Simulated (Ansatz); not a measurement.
Born–Oppenheimer molecular dynamics of GaH6NO (9 atoms, charge 0, multiplicity 1). It starts at the highest image of a converged band. Of that band: The profile has 2 maxima (images 5, 7) with wells between them (image 6): this band takes more than one step, which may be the mechanism or a detour left from its start path. Neighbouring images differ by up to 1.7 eV, so the band resolves the path poorly. A vibrational analysis at the climbing image gives one clearly imaginary mode, 1790i cm⁻¹: a first-order saddle point.

Method: Ansatz, RHF/def2-SVP.

| Quantity | Value |
| --- | --- |
| ensemble | NVE (velocity Verlet) |
| time step | 0.5 fs |
| steps asked | 200 |
| starting velocities drawn for | 100 K |
| seed | 6143 |

First frame:

```xyz
9
Properties=species:S:1:pos:R:3
Ga 0.017 0.254 -0.054
O -0.108 0.138 1.885
H -0.848 -0.234 2.344
H 1.430 -0.011 -0.651
N -1.557 -0.199 -0.856
H -2.459 0.078 -0.521
H -1.608 -0.457 -1.822
H -0.059 1.965 0.716
H -0.142 1.330 1.493
```

(1) What does the run give?

(2) What happens to the structure?

(3) How do temperature and energy run in time?

Answers

(1) All steps were run.

| Quantity | Value |
| --- | --- |
| steps done | 200 |
| time covered | 100 fs |
| mean temperature over the second half | 1029 K |
| spread of the potential energy over the second half | 16.4 meV per atom |
| mean potential energy of the second half above the start | -93.6 meV per atom |

The conserved energy stayed within 0.62 meV per atom of its start (net change -0.13 meV per atom), so the integration is sound. The kinetic energy rose, since the run started high on the potential surface and went downhill. It ends in pieces (GaH4N + H2O), so much of that is their flight and rotation, not heat. A run of 0.1 ps of so small a system gives no equilibrium averages. The orbitals stay closed-shell, which can raise the energy where a bond breaks towards radicals; this wasn't checked here.

(2) Between its relaxed ends the band would form Ga1–H8, O2–H9 and break H8–H9. These pairs go: Ga1–H8 1.88 → 1.58 Å, O2–H9 1.25 → 1.01 Å, H8–H9 1.01 → 4.80 Å. In the last frame they stand as after the step (other bonds may differ from the relaxed reactants and products). Also parted: Ga1–O2 1.95 → 3.65 Å, Ga1–H9 1.89 → 3.53 Å. It ends as GaH4N + H2O. Pairs count as bonded within 1.25 times the sum of covalent radii (0.12 Å more for H–H). This is one draw of velocities; another would differ in detail.

(3) 
```csv
time (fs),T (K),potential energy less start (eV),conserved less start (meV/atom)
0,100,0.000,0.00
5,53,0.043,0.04
10,121,-0.018,0.08
15,495,-0.358,-0.06
20,876,-0.700,0.17
25,1344,-1.127,-0.16
30,1468,-1.240,-0.28
35,1429,-1.204,-0.17
40,1224,-1.015,0.18
45,1146,-0.945,0.19
50,1393,-1.176,-0.61
55,1270,-1.064,-0.54
60,1079,-0.886,0.06
65,888,-0.710,0.34
70,874,-0.700,-0.06
75,891,-0.719,-0.29
80,867,-0.696,-0.22
85,854,-0.681,0.13
90,1137,-0.942,-0.36
95,1159,-0.961,-0.32
100,1264,-1.054,-0.13
```

The run took 5.8 min on 1 thread of Arm Neoverse V1 (shared host), peak memory 0.17 GiB.
